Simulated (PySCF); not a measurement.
## ECD: SMILES C#C[Si@@H]1C[C@@H]1CCS, C6H10SSi

Geometry:
```tsv
atom	x (Å)	y (Å)	z (Å)
C1	3.695	-0.328	-0.758
C2	2.813	0.344	-0.291
Si3	1.480	1.401	0.404
C4	0.290	0.572	1.605
C5	-0.281	0.748	0.187
C6	-0.587	-0.509	-0.590
C7	-1.897	-1.146	-0.140
S8	-3.354	-0.117	-0.537
H9	4.462	-0.924	-1.162
H10	1.752	2.825	0.464
H11	-0.190	1.143	2.387
H12	0.466	-0.450	1.914
H13	-1.089	1.470	0.120
H14	-0.642	-0.287	-1.660
H15	0.216	-1.236	-0.442
H16	-2.050	-2.123	-0.601
H17	-1.923	-1.254	0.944
H18	-3.171	-0.122	-1.857
```

Method: TDDFT CAM-B3LYP/def2-SVPD circular dichroism and optical rotation, one conformer, gas phase in PySCF. Geometry: GFN2-xTB.

The molecule is flexible and this is one conformer; a measurement averages over conformers.

Assign R or S to each stereocentre.

Si3 R, C5 S.

List the lowest 8 singlet excitations with oscillator and rotatory strengths.

Rotatory strengths R in 10⁻⁴⁰ esu² cm², velocity form and length form (origin at the centre of mass); f in length form.
```csv
state,E (eV),λ (nm),f,R (velocity),R (length),main
1,5.49,226,0.002,-0.5,-0.4,"HOMO→LUMO+1 0.72, HOMO→LUMO+2 0.09"
2,5.55,223,0.013,+27.8,+26.7,"HOMO−1→LUMO+2 0.54, HOMO−1→LUMO+3 0.10"
3,5.71,217,0.229,-22.1,-23.4,HOMO→LUMO 0.80
4,6.16,201,0.035,+10.8,+10.7,"HOMO−1→LUMO+3 0.48, HOMO−1→LUMO+4 0.18"
5,6.17,201,0.003,-1.4,-1.3,"HOMO−2→LUMO 0.53, HOMO−4→LUMO 0.13"
6,6.61,188,0.003,-12.9,-13.7,"HOMO→LUMO+2 0.34, HOMO→LUMO+4 0.15"
7,6.62,187,0.093,-22.3,-22.6,"HOMO−3→LUMO 0.13, HOMO−3→LUMO+1 0.12"
8,6.75,184,0.033,+15.9,+15.1,"HOMO−4→LUMO+1 0.19, HOMO→LUMO+9 0.14"
```

Among the states computed, the strongest CD band (largest |R|) is state 2. The largest dissymmetry factor in size, g = 4R/(D+G), with D and G the electric and magnetic dipole strengths, is -0.043 for state 6 (velocity form, f = 0.003), among bands with |R| over 0.5. The mirror image has the same energies and oscillator strengths and all R with the opposite sign.
